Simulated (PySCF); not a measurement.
F₃H₄NSi₂, SMILES F[Si](F)(F)N[SiH3]. Atoms are numbered in the order given.

```xyz
10

F      0.3838     1.6969    -1.2742
Si     0.0262     0.7890     0.0000
F     -1.5567     0.5185     0.0000
F      0.3838     1.6969     1.2742
N      0.7880    -0.7204     0.0000
Si     0.0008    -2.3011     0.0000
H      1.8051    -0.7338     0.0000
H      1.0995    -3.3048     0.0000
H     -0.8490    -2.4792    -1.2086
H     -0.8490    -2.4792     1.2086
```

Geometry: B3LYP-D3(BJ)/def2-SVP. Other conformers were not sampled.

Two levels are set side by side: PBE/pcSseg-1 (PySCF) and PBE0/pcSseg-1 (PySCF). GIAO shifts against CFCl3 (¹⁹F), NH3 (¹⁵N), TMS (²⁹Si), TMS (¹H) at the same level; non-relativistic, no solvent, atoms listed together averaged. Differences are taken from unrounded values.

| quantity | PBE0 | PBE | PBE minus PBE0 |
|---|---|---|---|
| δ(²⁹Si) of Si2 (ppm) | -75.1 | -73.7 | 1.4 |
| δ(¹⁵N) of N5 (ppm) | 10.3 | 15.2 | 4.9 |
| δ(²⁹Si) of Si6 (ppm) | -47.5 | -49.9 | -2.4 |
| δ(¹H) of H7 (ppm) | 0.80 | 0.66 | -0.14 |

Rough cost on one machine, each run with all the roots and properties that it gave: PBE0 against PBE within a factor of 2.
